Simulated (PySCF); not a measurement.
## Fluorine: a sound run and one with changed settings

Sound run: F⁺ [He] 2s2 2p4, F²⁺ [He] 2s2 2p3. Computed with PySCF 2.14 in cc-pVTZ-DK (4s3p2d1f, 30 functions), with the spin-free X2C one-electron Hamiltonian (Gaussian nucleus). In the sound run the correlated levels freeze 1s2. The sound run starts from symmetry-adapted Hartree-Fock orbitals and uses a fine grid where one is needed.

Changed run: basis STO-3G, all-electron and non-relativistic. This setting is unsound on purpose.

| species | method | sound run (hartree) | changed run (hartree) | converged |
| --- | --- | --- | --- | --- |
| F⁺ | UHF | -98.91757 | -97.52349 | yes |
| F⁺ | LDA | -98.53010 | -97.07786 | yes |
| F⁺ | MN15 | -99.14579 | -97.33201 | yes |
| F⁺ | MP2 | -99.06090 | -97.52349 | yes |
| F²⁺ | UHF | -97.69092 | -96.22428 | yes |
| F²⁺ | LDA | -97.23433 | -95.73133 | yes |
| F²⁺ | MN15 | -97.84729 | -95.98031 | yes |
| F²⁺ | MP2 | -97.79003 | -96.22428 | yes |

Ionisation energy of F⁺:

```
 method  sound run (eV)  changed run (eV)
    UHF          33.379            35.353
    LDA          35.260            36.641
   MN15          35.334            36.782
    MP2          34.582            35.353
SCS-MP2          34.682            35.353
```

A minimal basis cannot let orbitals breathe on ionisation and holds almost no correlation. The Hamiltonian changed with the basis, so the totals do not compare.

For comparison, NIST gives 34.971 eV between the lowest levels.
